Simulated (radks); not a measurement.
Spherical quantum dot in the effective-mass picture: electrons in a parabolic well V = omega^2 r^2 / 2 with omega = 0.531, all in effective atomic units (hartree* = m*/eps^2 hartree, bohr* = eps/m* bohr), one dielectric constant everywhere. Calculated with a radial shooting solver with Libxc functionals: non-relativistic Kohn-Sham, LDA (Slater exchange, Perdew-Wang correlation), spin-polarised, spherical densities. Levels are named by radial order and angular momentum (1s, 1p, 1d, 2s, ...), and open shells are averaged over m.

N = 4, configuration 1s2 1p(up 2, down 0). This is the lowest configuration that the search found. Occupied and some empty levels:

| level | occupation | eigenvalue (hartree*) | <r> (bohr*) |
|---|---|---|---|
| 1s up | 1 | 2.2405 | 1.857 |
| 1s down | 1 | 2.3072 | 1.846 |
| 1p up | 2 | 2.6145 | 2.337 |
| 1p down | 0 | 2.6847 | 2.352 |
| 1d up | 0 | 3.0320 | 2.710 |
| 1d down | 0 | 3.0966 | 2.738 |
| 2s up | 0 | 3.1120 | 2.456 |
| 2s down | 0 | 3.1572 | 2.478 |
| 1f up | 0 | 3.4780 | 3.030 |
| 1f down | 0 | 3.5337 | 3.062 |

Energy (hartree*): total 6.70718, kinetic 1.6228, external 2.8060, Hartree 3.4210, exchange-correlation -1.1427.

Electron density:

| r (bohr*) | n(r) (e/bohr*^3) |
|---|---|
| 0.201 | 0.07169 |
| 0.538 | 0.07141 |
| 0.874 | 0.06968 |
| 1.21 | 0.06500 |
| 1.55 | 0.05648 |
| 1.88 | 0.04475 |
| 2.22 | 0.03177 |
| 2.56 | 0.01992 |
| 2.89 | 0.01098 |
| 3.23 | 0.005287 |
| 3.56 | 0.002214 |
| 3.90 | 0.0008111 |
| 4.24 | 0.0002596 |
